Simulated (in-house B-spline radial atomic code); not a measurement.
Ionising Mo II (Mo+) with different functionals

Computed with an all-electron radial atomic-structure program (B-spline basis): scalar-relativistic (spin-free X2C) Hamiltonian, Fermi nucleus of rms radius 4.4091 fm, spin-polarised at highest spin, spherical fractional occupations for the functionals, the average over the highest-spin determinants for Hartree-Fock. The ionisation energy is the difference of two self-consistent energies, [Kr] 4d5 → [Kr] 4d4, without Breit or QED terms; ε is the level of the shell that loses the electron (its least bound occupied spin orbital). There is no spin-orbit coupling in this Hamiltonian.

Hybrids are left out here: with spherical fractional occupations of an open shell their exact exchange keeps a self-interaction that integer-occupation calculations don't have.

```tsv
method	rung	ΔSCF (eV)	-ε(4d) (eV)
Hartree-Fock	Hartree-Fock	15.20	16.35
LDA VWN5	LDA	16.65	11.55
LDA PW92	LDA	16.64	11.55
LDA exchange-only	LDA	15.71	10.73
PBE	GGA	?	?
PBEsol	GGA	16.53	11.42
BLYP	GGA	16.25	11.13
RPBE	GGA	16.48	11.37
PW91	GGA	16.60	11.48
BP86	GGA	16.59	11.49
AM05	GGA	?	?
OLYP	GGA	16.39	11.22
TPSS	meta-GGA	16.43	11.31
SCAN	meta-GGA	16.69	11.58
r2SCAN	meta-GGA	16.71	11.59
revTPSS	meta-GGA	16.39	11.28
```

Question: What does AM05 give?

Answer: ΔSCF 16.50 eV, and -ε(4d) = 11.40 eV.

Question: What does PBE give?

Answer: ΔSCF 16.54 eV, and -ε(4d) = 11.42 eV.

Question: How do they compare with the NIST value?

Answer: NIST lists 16.2 eV ± 0.12 (semi-empirical, ground level to ground level). Errors run from -0.96 to +0.55 eV; BLYP is closest (+0.09 eV), but part of that can be cancellation, since the calculations leave out spin-orbit coupling, Breit-QED terms, multiplet and fine-structure energies. Hartree-Fock also lacks correlation.
